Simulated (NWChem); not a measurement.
System: ZnSiH4; SMILES [ZnH][SiH3]

Input file for NWChem:

```
start job
memory heap 200 mb stack 900 mb global 1100 mb
geometry units angstroms noautoz
  Zn    -0.002075    -0.824466    -0.000053
  H     -0.003706    -2.385835    -0.000071
  Si    -0.000090     1.548758    -0.000015
  H      1.384856     2.120524    -0.189015
  H     -0.528452     2.121339     1.293718
  H     -0.855921     2.121532    -1.104696
end
basis spherical
  Zn library def2-svp
  H library def2-svp
  Si library def2-svp
end
dft
  xc mn15
  iterations 150
  mulliken
end
task dft gradient
```

NWChem printed, in part:

```
             Northwest Computational Chemistry Package (NWChem) 7.3.0
             --------------------------------------------------------

 C3  symmetry detected

                             Geometry "geometry" -> ""
                             -------------------------

 Output coordinates in angstroms (scale by  1.889725989 to convert to a.u.)

  No.       Tag          Charge          X              Y              Z
 ---- ---------------- ---------- -------------- -------------- --------------
    1 Zn                  30.0000     0.00000000     0.00000000     0.84376194
    2 H                    1.0000    -0.00000000     0.00000000     2.40513176
    3 Si                  14.0000     0.00000000     0.00000000    -1.52946289
    4 H                    1.0000     1.26775188     0.58818653    -2.10183656
    5 H                    1.0000    -1.14326041     0.80381207    -2.10183656
    6 H                    1.0000    -0.12449146    -1.39199859    -2.10183656

 Effective nuclear repulsion energy (a.u.)     136.0179660467

      Symmetry information
      --------------------

 Group name             C3
 Group number              5
 Group order               3
 No. of unique centers     4

                                 NWChem DFT Module
                                 -----------------

 Summary of "ao basis" -> "ao basis" (spherical)
 ------------------------------------------------------------------------------
       Tag                 Description            Shells   Functions and Types
 ---------------- ------------------------------  ------  ---------------------
 Zn                         def2-svp                11       31   5s3p2d1f
 H                          def2-svp                 3        5   2s1p
 Si                         def2-svp                 8       18   4s3p1d

      Symmetry analysis of basis
      --------------------------

        a          29
        e+         20
        e-         20

  Rotation of axis

            General Information
            -------------------
          SCF calculation type: DFT
          Wavefunction type:  closed shell.
          No. of atoms     :     6
          No. of electrons :    48
           Alpha electrons :    24
            Beta electrons :    24
          Charge           :     0
          Spin multiplicity:     1
          Use of symmetry is: on ; symmetry adaption is: on
          Maximum number of iterations: 150
          AO basis - number of functions:    69
                     number of shells:    31
          Convergence on energy requested:  1.00D-06
          Convergence on density requested:  1.00D-05
          Convergence on gradient requested:  5.00D-04

              XC Information
              --------------
                         MN15 Method XC Functional
                     Hartree-Fock (Exact) Exchange  0.440
                          MN15 Exchange Functional  1.000
                        MN15 Correlation Potential  1.000

             Grid Information
             ----------------
          Grid used for XC integration:  medium
          Radial quadrature: Mura-Knowles
          Angular quadrature: Lebedev.
          Tag              B.-S. Rad. Rad. Pts. Rad. Cut. Ang. Pts.
          ---              ---------- --------- --------- ---------
          Zn                  1.35      112          10.0       590
          H                   0.35       45          12.0       434
          Si                  1.10       88          11.0       590
          Grid pruning is: on
          Number of quadrature shells:   290
          Spatial weights used:  Erf1

      Superposition of Atomic Density Guess
      -------------------------------------

 Sum of atomic energies:       -2068.29714029

      Non-variational initial energy
      ------------------------------

 Total energy =   -2068.722465
 1-e energy   =   -3157.612138
 2-e energy   =     952.871707
 HOMO         =      -0.255555
 LUMO         =       0.055191

      Symmetry analysis of molecular orbitals - initial
      -------------------------------------------------

  Numbering of irreducible representations:

     1 a           2 e+          3 e-

  Orbital symmetries:

     1 a           2 a           3 a           4 a           5 e+
     6 e+          7 a           8 a           9 e+         10 e+
    11 a          12 a          13 e+         14 e+         15 a
    16 a          17 e+         18 e+         19 e+         20 e+
    21 a          22 e+         23 e+         24 a          25 a
    26 e+         27 e+         28 a          29 a          30 e+
    31 e+         32 a          33 a          34 e+

     ---------------------------------------------
      Total Density - Mulliken Population Analysis
     ---------------------------------------------

    Atom       Charge   Shell Charges
 -----------   ------   -------------------------------------------------------
    1 Zn  30    29.42   2.00  2.00  2.00  0.91  0.22  6.00  5.99  0.33  8.04  1.93  0.00
    2 H    1     1.30   0.69  0.61  0.01
    3 Si  14    14.06   2.00  1.99  1.04  0.34  5.94  1.16  1.50  0.08
    4 H    1     1.07   0.69  0.37  0.01
    5 H    1     1.07   0.69  0.37  0.01
    6 H    1     1.07   0.69  0.37  0.01

   convergence    iter        energy       DeltaE   RMS-Dens  Diis-err
 ---------------- ----- ----------------- --------- --------- ---------
 d= 0,ls=0.0,diis     1  -2070.9957070394 -2.21D+03  9.01D-03  3.42D-01
 d= 0,ls=0.0,diis     2  -2071.0186940402 -2.30D-02  2.38D-03  5.63D-02
 d= 0,ls=0.0,diis     3  -2071.0200804781 -1.39D-03  1.12D-03  3.79D-02
 d= 0,ls=0.0,diis     4  -2071.0223584150 -2.28D-03  2.59D-04  3.54D-04
 d= 0,ls=0.0,diis     5  -2071.0223930634 -3.46D-05  8.10D-05  1.71D-05
  Resetting Diis
 d= 0,ls=0.0,diis     6  -2071.0223957692 -2.71D-06  1.81D-05  4.50D-07
 d= 0,ls=0.0,diis     7  -2071.0223958499 -8.07D-08  4.89D-06  2.30D-08

         Total DFT energy =    -2071.022395849927
      One electron energy =    -3155.481822267014
           Coulomb energy =     1042.000081843836
    Exchange-Corr. energy =      -93.558621473429
 Nuclear repulsion energy =      136.017966046679

 Numeric. integr. density =       48.000007491790

                  Occupations of the irreducible representations
                  ----------------------------------------------

                     irrep           alpha         beta
                     --------     --------     --------
                     a                12.0         12.0
                     e+               12.0         12.0
                     e-                0.0          0.0

                       DFT Final Molecular Orbital Analysis
                       ------------------------------------

 Vector   22  Occ=2.000000D+00  E=-3.693871D-01  Symmetry=e+
              MO Center= -3.2D-01,  3.4D-01, -1.9D+00, r^2= 2.2D+00
   Bfn.  Coefficient  Atom+Function         Bfn.  Coefficient  Atom+Function
  ----- ------------  ---------------      ----- ------------  ---------------
    60      0.380233  5 H  s                 44     -0.253989  3 Si px
    55     -0.224282  4 H  s                 47     -0.205256  3 Si px
    61      0.193322  5 H  s                 65     -0.155951  6 H  s
    41      0.144996  3 Si px                45      0.141874  3 Si py
    48      0.114654  3 Si py                56     -0.114032  4 H  s

 Vector   23  Occ=2.000000D+00  E=-3.693871D-01  Symmetry=e+
              MO Center=  3.2D-01, -3.4D-01, -1.9D+00, r^2= 2.2D+00
   Bfn.  Coefficient  Atom+Function         Bfn.  Coefficient  Atom+Function
  ----- ------------  ---------------      ----- ------------  ---------------
    65      0.349017  6 H  s                 55     -0.309566  4 H  s
    45     -0.253989  3 Si py                48     -0.205256  3 Si py
    66      0.177451  6 H  s                 56     -0.157392  4 H  s
    42      0.144996  3 Si py                44     -0.141874  3 Si px
    47     -0.114654  3 Si px                41      0.080992  3 Si px

 Vector   24  Occ=2.000000D+00  E=-2.856270D-01  Symmetry=a
              MO Center= -3.8D-16, -1.3D-15,  9.0D-02, r^2= 4.2D+00
   Bfn.  Coefficient  Atom+Function         Bfn.  Coefficient  Atom+Function
  ----- ------------  ---------------      ----- ------------  ---------------
    14      0.308888  1 Zn pz                49     -0.297385  3 Si pz
    46     -0.280622  3 Si pz                32      0.273714  2 H  s
    33      0.220092  2 H  s                 11     -0.157926  1 Zn pz
    43      0.156901  3 Si pz                 4     -0.153195  1 Zn s
    40     -0.136268  3 Si s                 39     -0.117688  3 Si s

 Vector   25  Occ=0.000000D+00  E= 5.611230D-03  Symmetry=e+
              MO Center=  5.5D-03, -8.5D-04, -9.4D-02, r^2= 3.8D+00
   Bfn.  Coefficient  Atom+Function         Bfn.  Coefficient  Atom+Function
  ----- ------------  ---------------      ----- ------------  ---------------
    61      0.586414  5 H  s                 48     -0.562677  3 Si py
    13     -0.521508  1 Zn py                47      0.502263  3 Si px
    12      0.465514  1 Zn px                66     -0.411728  6 H  s
    60      0.179029  5 H  s                 56     -0.174686  4 H  s
    10      0.158242  1 Zn py                 9     -0.141252  1 Zn px

[...]

                         DFT ENERGY GRADIENTS

    atom               coordinates                        gradient
                 x          y          z           x          y          z
   1 Zn      0.000000   0.000000   1.594479    0.000000  -0.000000   0.001383
   2 H      -0.000000   0.000000   4.545040   -0.000000  -0.000000   0.001028
   3 Si      0.000000   0.000000  -2.890266    0.000000   0.000000   0.007856
   4 H       2.395704   1.111511  -3.971895    0.007512   0.003479  -0.003422
   5 H      -2.160449   1.518985  -3.971895   -0.006769   0.004766  -0.003422
   6 H      -0.235255  -2.630496  -3.971895   -0.000744  -0.008245  -0.003422
```

Level: MN15/def2-SVP. Structure relaxed at the PBE-D3(BJ)/def2-SVP level.
